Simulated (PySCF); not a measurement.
Compound: C6H7PS.
Cartesian coordinates in Å at the GFN2-xTB level; atoms count from 1:
```xyz
15
C6H7PS angstrom
C      3.3884    0.0599   -0.0151
C      1.9057    0.1126   -0.1258
P      0.8808   -0.6389    0.9682
C     -0.7452   -0.2212    0.3118
C     -1.9195   -0.6287    0.8894
C     -3.0672   -0.1847    0.2055
C     -2.7607    0.5586   -0.8891
S     -1.0692    0.7342   -1.1101
H      3.8192   -0.3895   -0.9114
H      3.6988   -0.5184    0.8523
H      3.7978    1.0681    0.0681
H      1.5130    0.6725   -0.9667
H     -1.9475   -1.2310    1.7804
H     -4.0737   -0.4076    0.5121
H     -3.4251    1.0220   -1.5913
```

NICS is the negative of the GIAO shielding at a point without a nucleus: at the ring centre (0) and 1 Å above and below it (1); zz is the component along the ring normal. Level: GIAO PBE0/pcSseg-1 (PySCF, non-relativistic, gas phase) on the GFN2-xTB geometry, one conformer.

Ring bond lengths (Å), with Mayer bond orders in brackets: C4–C5 1.371 (1.52), C5–C6 1.408 (1.28), C6–C7 1.358 (1.58), C7–S8 1.715 (1.19), S8–C4 1.743 (1.11).

Question: Give the NICS values of each ring in ppm.

Answer: 
| ring | type | NICS(0) | NICS(1), two faces | NICS(1)zz, two faces | rms pucker (Å) | centre to ring atoms, mean (Å) |
| --- | --- | --- | --- | --- | --- | --- |
| C4–C5–C6–C7–S8 | 5-membered ring with S; formal bonds all aromatic | -10.6 | -10.3 / -10.3 | -23.3 / -23.3 | 0.00 | 1.29 |

Question: What do they say, and how far can they be read as aromaticity?

Answer: 
- C4–C5–C6–C7–S8: mean NICS(1)zz -23.3 ppm, shielded, aromatic by this magnetic criterion (flat ring, no four-coordinate atom).

Question: What does the geometric index give? HOMA = 1 − mean of α(R − Ropt)² over the ring bonds, with Krygowski's 1993 parameters (CC: Ropt 1.388 Å, α 257.7 Å⁻²; CS: Ropt 1.677 Å, α 94.09 Å⁻²).

Answer: 
- C4–C5–C6–C7–S8: HOMA 0.81; the largest term is that of S8–C4, α(R − Ropt)² = 0.42. The geometric and the magnetic index point the same way.

Question: At the second NICS(1) probe listed for ring C4–C5–C6–C7–S8, 1 Å off the ring, what do the in-plane components average?

Answer: The isotropic value is a third of the trace: (3 × -10.3 − (-23.3))/2 = -3.8 ppm.
